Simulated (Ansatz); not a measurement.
`CO[SiH2]C#N` → `C#N` + `CO[SiH]` at 600 K and 1 bar (silylene formation by 1,1-elimination).

Isolated molecules relaxed with PBE0-D4/def2-TZVP in Ansatz; ΔE leaves out vibrations. CCSD(T)/CBS is the MP2 limit (def2-TZVPP, def2-QZVPP) plus CCSD(T) − MP2 in def2-TZVPP, frozen cores. This one scheme is used for every species. One conformer a species, not always the lowest.

| species | CCSD(T)/CBS energy (Eh) | H − E (kJ/mol) | S (J/(mol·K)) |
| --- | --- | --- | --- |
| `CO[SiH2]C#N` | -498.08666 | 238.0 | 431.6 |
| `C#N` | -93.32098 | 64.3 | 228.4 |
| `CO[SiH]` | -404.67988 | 167.6 | 334.2 |

H − E and S are ideal-gas, rigid-rotor, harmonic terms from PBE0-D4/def2-TZVP, for one conformer and one mirror image of each species. 1 Eh = 2625.50 kJ/mol, R = 8.31446 J/(mol·K).

Q: By hand: ΔE, ΔH, ΔS and ΔG.

A: ΔE = (-93.32098) + (-404.67988) − (-498.08666) = 0.08580 Eh = 225.3 kJ/mol. Δ(H − E) = 64.3 + 167.6 − 238.0 = -6.1, so ΔH = 219.2 kJ/mol. ΔS = 228.4 + 334.2 − 431.6 = 131.0 J/(mol·K). ΔG = 219.2 − 600 × (131.0)/1000 = 140.6 kJ/mol.

Q: By hand: the equilibrium constant, and the temperature at which ΔG would vanish if ΔH and ΔS stayed fixed.

A: log₁₀ K = −ΔG/(RT ln 10) = -12.2. ΔG = 0 at ΔH/ΔS = 1673 K.

The number of gas molecules changes by +1, which sets the sign of ΔS. A doubt of 5 kJ/mol in ΔE shifts log₁₀ K by 0.4 here. Other conformers and mirror images would add mixing entropy, several J/(mol·K) or more a flexible species. These are equilibria of isolated gas molecules and say nothing of rates. Largest T1 diagnostic: 0.015 (customary marks: 0.02 for closed shells, 0.045 for open ones).
